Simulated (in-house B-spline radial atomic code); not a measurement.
**BLYP excitations of F7+**

Method: BLYP. Computed with an all-electron radial atomic-structure program (B-spline basis): linear response of the closed shell 1s2 with the functional's adiabatic kernel; scalar-relativistic (spin-free one-electron X2C), finite nucleus, no spin-orbit coupling, no double excitations, S, P, D and F terms only.

Command:
```bash
python run_td.py task.json out
```
Settings (radii: box in bohr, nucleus in fm):
```
Z                        9
electrons                2
configuration            1s2
hamiltonian              x2c
method                   b88,lyp
box_radius               12.81
rms_radius               2.8976
intervals                71
```

Run time, properties included: 0.1 s on 1 thread of Intel(R) Xeon(R) Platinum 8375C CPU @ 2.90GHz (Ice Lake) (shared host).

The lowest states, in the order of their Tamm-Dancoff energies; the method's threshold (minus the highest occupied level) is 901.28 eV. Labels give the largest channel, * marks a mixed state, and oscillator strengths are full-response dipole values. Semilocal kernels can invert the small singlet-triplet splittings of Rydberg terms. Energies in eV:

| state | full response | Tamm-Dancoff | oscillator strength |
| --- | --- | --- | --- |
| 1s → 2s 3S | 693.60 | 693.64 | - |
| 1s → 2p 3P | 705.05 | 705.10 | - |
| 1s → 2s 1S | ? | ? | - |
| 1s → 2p 1P | 716.94 | 716.99 | 0.631 |
| 1s → 3s 3S | 818.07 | 818.08 | - |
| 1s → 3d 3D | 820.81 | 820.81 | - |
| 1s → 3s 1S | ? | ? | - |
| 1s → 3p 3P | 821.29 | 821.30 | - |
| 1s → 3d 1D | 822.79 | 822.80 | - |
| 1s → 3p 1P | 823.44 | 823.45 | 0.135 |

**Question.** Where does 1s → 2s 1S lie?

**Answer.** At 708.19 eV in full response, 708.35 eV in Tamm-Dancoff.

**Question.** Where does 1s → 3s 1S lie?

**Answer.** At 820.97 eV in full response, 821.00 eV in Tamm-Dancoff.

**Question.** How large is the singlet-triplet splitting of 1s → 2s (S terms) in Tamm-Dancoff?

**Answer.** 14.7 eV, from the unrounded values.

**Question.** What polarisabilities and dispersion coefficient does the method give?

**Answer.** Dipole 0.001649 bohr³, quadrupole 8.096e-05 bohr⁵, C6 6.347e-05 hartree·bohr⁶ for two such species.
